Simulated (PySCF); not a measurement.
C₅H₄O₂, SMILES C=C=C1OCC1=O.

Coordinates come from a PBE0-D3(BJ)/def2-SVP optimisation. This is a generated structure with no PubChem entry under its InChIKey; it may be hypothetical.

These are PBE/def2-TZVP (PySCF) values and carry that method's errors.

```yaml
total_energy: -343.01553 hartree
point_group: Cs
highest_occupied_level: -5.88 eV
lowest_empty_level: -2.77 eV
orbital_gap: 3.11 eV
dipole_moment: 1.33 D
quadrupole, principal values (traceless, Buckingham form, about the centre of nuclear charge): -15.46, 1.32, 14.14 D·Å
mean_static_polarisability: 71.7 bohr³ (10.62 Å³)
polarisability_principal_values: 42.0, 55.4, 117.6 bohr³
```
